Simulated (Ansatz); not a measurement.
Consider the redistribution: `CC(=N)[SiH3]` + `BS[CH2][GeH3]` → `[SiH3]S[CH2][GeH3]` + `BC(C)=N`.

Computed with Ansatz on PBE0-D4/def2-TZVP structures; ΔE is electronic, products minus reactants. CCSD(T)/CBS adds triple-zeta CCSD(T) − MP2 to the extrapolated MP2 energy (def2 sets, frozen cores). DFT in def2-TZVPP. B3LYP here is the variant with VWN-RPA as its local correlation; programs differ in this. For Ge outer-core shells are correlated without core-valence functions, which leaves a few kJ/mol of doubt a bond. Scalar relativity is left out up to krypton. Each species was taken in one conformer, which may not be the lowest.

`CC(=N)[SiH3]`:

Z-matrix (Å, degrees):
```
C
C 1 1.498
H 1 1.095 2 110.6
H 1 1.091 2 110.1 3 -121.0
H 1 1.095 2 110.6 3 117.9
N 2 1.272 1 118.8 3 121.0
Si 2 1.901 1 118.3 3 -59.0
H 6 1.021 2 111.5 1 -180.0
H 7 1.488 2 110.5 1 59.6
H 7 1.486 2 107.9 1 179.8
H 7 1.488 2 110.5 1 -60.1
```

`BS[CH2][GeH3]`:

Cartesian coordinates in Å:
```
B 2.192 0.082 0.361
S 0.935 -0.973 0.969
C -0.600 -0.021 0.849
Ge -1.370 -0.100 -0.958
H 3.293 -0.376 0.351
H 1.947 1.191 -0.006
H -1.301 -0.451 1.566
H -0.409 1.013 1.136
H -0.376 0.535 -1.943
H -1.608 -1.569 -1.336
H -2.704 0.668 -0.990
```

`[SiH3]S[CH2][GeH3]`:

```xyz
12

Si   -2.026    0.278   -1.435
S    -0.494    1.143   -0.240
C     0.380   -0.374    0.242
Ge    1.914    0.077    1.387
H    -2.867    1.394   -1.932
H    -1.440   -0.474   -2.578
H    -2.848   -0.668   -0.633
H    -0.288   -1.038    0.794
H     0.745   -0.899   -0.643
H     1.415    0.799    2.646
H     2.632   -1.225    1.782
H     2.878    0.986    0.612
```

`BC(C)=N`:

Cartesian coordinates in Å:
```
B 0.967 0.808 -0.693
C 0.076 -0.287 -0.050
C -1.219 -0.050 0.648
N 0.624 -1.443 0.018
H 1.396 0.649 -1.797
H 1.327 1.745 -0.040
H -1.976 0.291 -0.064
H -1.565 -0.966 1.130
H -1.110 0.742 1.395
H 1.479 -1.489 -0.546
```

Q: Is it downhill or uphill in electronic energy at CCSD(T)/CBS, and by how much? (An estimate is asked.)

A: The calculation gave: Uphill: ΔE = +0.42 eV.

Q: What do these levels give: r2SCAN-D4, B3LYP-D4, ωB97M-V, PBE, PBE0, B3LYP, CCSD/def2-TZVPP, CCSD(T)/def2-TZVPP, HF/def2-QZVPP, MP2/def2-QZVPP, SCS-MP2/def2-QZVPP, HF/CBS(def2)? (Best estimate.)

A: Computed: r2SCAN-D4 0.44, B3LYP-D4 0.43, ωB97M-V 0.44, PBE 0.45, PBE0 0.43, B3LYP 0.42, CCSD/def2-TZVPP 0.43, CCSD(T)/def2-TZVPP 0.46, HF/def2-QZVPP 0.30, MP2/def2-QZVPP 0.42, SCS-MP2/def2-QZVPP 0.40, HF/CBS(def2) 0.30 eV.

Largest T1 diagnostic among the species: 0.015.

In def2-TZVPP, CCSD(T) changes the Hartree–Fock value by +0.15 eV (the triples alone add +0.03 eV) and MP2 by +0.14 eV.
